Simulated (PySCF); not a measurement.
Cartesian coordinates (Å):
```xyz
8

C      1.3030    -0.1396     0.0839
O      0.1559    -0.0481     0.7808
C     -0.9910     0.1949    -0.0005
H      1.2534    -0.4052    -0.9679
H      2.1687    -0.3719     0.6873
H     -0.9167     1.1608    -0.5112
H     -1.8452     0.2054     0.6747
H     -1.1280    -0.5961    -0.7472
```
Charge 0, spin multiplicity 2.

Question: Give the highest occupied spin orbital, total energy and dipole moment at the level PBE-D3(BJ)/def2-TZVP // PBE0-D4/def2-TZVP in PySCF 2.14.0.

Answer: 
| Item | Result |
|---|---|
| highest occupied spin orbital | -3.64 eV |
| total energy | -4196.96 eV |
| dipole moment | 1.28 D |
